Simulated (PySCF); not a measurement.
# Ir: electron affinity

Ir⁻ [Xe] 4f14 5d8 6s2 (3F) → Ir [Xe] 4f14 5d7 6s2 (4F), as a difference of total energies. Calculation: PySCF 2.14, in aug-cc-pVDZ-PP with ECP60MDF; a scalar-relativistic core potential. Correlated levels: valence: 5s2 5p6 frozen. The calculations carry no spin-orbit coupling.

```json
{"method": "UHF", "electron affinity (eV)": "0.012", "difference from reference (eV)": "-1.552"}
{"method": "MP2 (valence)", "electron affinity (eV)": "1.405", "difference from reference (eV)": "-0.159"}
{"method": "SCS-MP2 (valence)", "electron affinity (eV)": "1.374", "difference from reference (eV)": "-0.190"}
{"method": "CCSD (valence)", "electron affinity (eV)": "1.325", "difference from reference (eV)": "-0.239"}
{"method": "CCSD(T) (valence)", "electron affinity (eV)": "1.466", "difference from reference (eV)": "-0.098"}
```

Reference: 1.564 eV (measured; photodetachment measurements, as compiled on the Wikipedia data page of electron affinities).

The reference lies between the lowest fine-structure levels, while these numbers refer to the centres of the terms.

Errors of the correlated levels include the incompleteness of this basis and the frozen core.

The coupled-cluster amplitudes are large for Ir⁻ (T1 above 0.03 or a double amplitude above 0.15), so a single reference is strained.
